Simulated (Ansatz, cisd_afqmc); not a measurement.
Species: LaF2, charge 1, singlet. LaF2+ (SMILES [F][La+][F]).
B3LYP-D3(BJ)/def2-TZVP minimum from Ansatz (a quantum-chemistry and plane-wave program):
```xyz
3

La     0.2344     0.1578     0.0463
F     -1.2490     0.5991    -1.3268
F     -0.2354    -1.5984     1.0339
```
Charge +1, spin multiplicity 1.

Total energies in def2-SVP, 16 correlated electrons, 6 frozen orbitals. UHF or UKS for unpaired electrons; spin-orbit terms are left out. Cores are frozen in correlated methods (noble-gas shells, and filled d and f shells in the p block). Past Kr the def2 sets carry scalar-relativistic core potentials. AFQMC/CISD: phaseless, guided by CISD from CCSD amplitudes; bars are statistical, one sigma. Outlying blocks are dropped, and bars are widened where a walk drifts. Over all cases where full CI ran beside it in this data, AFQMC minus full CI had a median of +0.1 mEh and passed +0.4 mEh in a tenth of the cases. The spin of F2La+ ([F][La+][F], singlet) was assumed, and the state is the lowest solution found for it.

```tsv
method	program	energy (Eh)	minus CCSDT(Q) (mEh)
HF	Ansatz	-229.80864	434.70
MP2	Ansatz	-230.23909	4.26
CCSD	Ansatz	-230.23351	9.84
CCSD(T)	Ansatz	-230.24187	1.48
CCSDT(Q)	Ansatz	-230.24335	0.00
AFQMC/CISD	cisd_afqmc	-230.2430 ± 0.0004	0.3 ± 0.4
```

Rough core times of Ansatz's runs on a shared machine: CCSD(T) under 20 s, CCSDT(Q) 90 s.
